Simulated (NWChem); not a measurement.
System: SnH₂O₂ClF; SMILES [OH][Sn]([OH])([F])[Cl]

```xyz
7

O      1.7828     0.7786     0.7150
Sn     0.0187     0.2189     0.0064
O     -0.3110     1.1327    -1.7308
F     -1.4349     0.7637     1.1899
Cl    -0.0262    -2.1172    -0.0870
H      1.9287     1.7132     0.4607
H     -1.2774     1.1685    -1.8855
```
Atoms are numbered in this order, from 1.

Computed with NWChem. All runs use the structure optimised with PBE-D3(BJ)/def2-SVP (def2 core potentials past Kr).

Estimate the computed values for Hartree-Fock/STO-3G (all-electron, non-relativistic). Quantities: highest occupied level (eV); orbital gap (eV); dipole (D).

The highest occupied level (eV) is -9.58 and the orbital gap (eV) comes out as 16.16. The dipole (D) comes out as 3.10.
